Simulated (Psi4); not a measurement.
Relaxed torsion scan: SMILES [CH2](C(=O)OC)[GeH3] (C3H8GeO2), singlet. Scanned: dihedral O2–C3–C5–Ge6; all other coordinates were relaxed at GFN2-xTB. Points at φ and −φ are mirror images.

Geometry of the scan point at 120° (Å):
```
14

C     -2.0736     0.7142     0.1285
O     -0.6988     0.3680     0.0292
C     -0.4307    -0.8996    -0.3047
O     -1.2824    -1.7266    -0.5166
C      1.0295    -1.1887    -0.3121
Ge     1.2490    -2.6278     1.0289
H     -2.5384     0.7026    -0.8594
H     -2.1068     1.7146     0.5522
H     -2.5964     0.0035     0.7716
H      1.6055    -0.2938    -0.0881
H      1.3177    -1.5727    -1.2894
H      2.6972    -3.0017     1.1136
H      0.4447    -3.8169     0.6459
H      0.8116    -2.1446     2.3737
```

Calculation: wB97X-D/def2-TZVP // GFN2-xTB in Psi4 1.11.

Scanned values (°): -150, -120, -90, -60, -30, 0, 30, 60, 90, 120, 150, 180.

Task: At which scan points does the profile have its minima and maxima, and how high do they lie?

Result: Lower than their neighbours: -90° (0.0 mEh), 90° (0.0 mEh). Higher than their neighbours: 0° (4.5 mEh), 180° (2.8 mEh). The whole profile spans 4.5 mEh.
